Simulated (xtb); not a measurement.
Zn(I)(Me) (CH3IZn), SMILES [Zn]([I])[CH3]. All values are semi-empirical tight-binding results from xtb (GFN2-xTB unless named), good for trends rather than for accurate numbers. Geometry: GFN2-xTB.

Optimised geometry:

```xyz
6

Zn     0.0128     1.2288     0.0000
I     -0.0032    -1.2653     0.0000
C     -0.0209     3.2238     0.0000
H     -0.5340     3.6078    -0.8749
H     -0.5340     3.6078     0.8749
H      0.9806     3.6395     0.0000
```

For metal compounds this method's bond lengths and energies can be far off.

Computed properties:
```yaml
point_group_as_xtb_finds_it: C3v
orbital_gap: 5.20 eV
zero_point_energy: 22.2 kcal/mol
G − E(el) at 298.15 K (modified RRHO): 3.4 kcal/mol
```

Computed atomic charges and the Wiberg bond orders between heavy atoms:
charges (e) Zn1 0.23, I2 -0.20, C3 -0.18, H4 0.05, H5 0.05, H6 0.05. Bond orders Zn1–I2 0.97, Zn1–C3 0.84.
